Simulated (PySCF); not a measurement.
## Si2H2O2F4

Si2H2O2F4 is a molecule drawn to mimic a surface site (built as: Si site whose three back bonds go to OH, H, OSiF3; end group F), neutral, singlet. The structure, one conformer, was relaxed in the gas phase by PBE0-D3(BJ)/def2-SVP. No frequency run checks that it is a minimum.

SMILES: O[SiH](F)O[Si](F)(F)F

Coordinates in Å:
```
Si1    -1.173   -0.739    0.241
O2     -0.172   -1.972   -0.143
O3     -0.510    0.717   -0.221
Si4     0.979    1.321   -0.351
F5      1.169    2.630    0.531
F6      2.028    0.214    0.151
F7      1.334    1.684   -1.858
F8     -1.363   -0.634    1.838
H9     -2.471   -0.929   -0.413
H10     0.751   -1.922    0.132
```

Shieldings: GIAO PBE0/pcSseg-1. Shifts are against computed references at the same level: H TMS (σ 31.27 ppm), Si TMS (σ 352.0 ppm). Core levels by delta-SCF with SCAN, pcX-2 on the ionised atom and pcseg-1 elsewhere, spin-free X2C (2p3/2 is the spin-free 2p value less a third of a first-order spin-orbit splitting); from the vacuum level, for chosen atoms.

Question: Give the NMR and core-level values of the distinct atoms.

Answer: 
```
atoms        bonded to  σ (ppm)  δ (ppm)  core level (eV)
  Si1  1 F + 2 O + 1 H    410.0    -58.0     2p3/2 109.78
   O2       1 Si + 1 H    269.7        -        1s 539.76
   O3             2 Si    243.7        -        1s 539.76
  Si4        3 F + 1 O    453.1   -101.1     2p3/2 111.25
   F5             1 Si    333.4        -                -
   F6             1 Si    334.9        -                -
   F7             1 Si    333.8        -                -
   F8             1 Si    305.5        -        1s 693.12
   H9             1 Si    26.96     4.31                -
  H10              1 O    28.51     2.76                -
```

Values are those of this one static structure; atoms that internal rotation interchanges would show their mean in an NMR spectrum.

Question: Which of Si1, Si4 holds its core electrons tightest, and by how much against the loosest?

Answer: Si4 (bonded to 3 F + 1 O), by 1.47 eV over Si1 (bonded to 1 F + 2 O + 1 H).

Question: By CAM-B3LYP/def2-SVPD (TDDFT singlets, Tamm-Dancoff triplets, ionisation by delta-SCF), where does absorption start, and what does vertical ionisation take?

Answer: The lowest singlet lies at 8.81 eV (f 0.035), the strongest of the first 6 at 9.55 eV (f 0.050), the lowest triplet at 8.39 eV; vertical ionisation takes 13.09 eV.
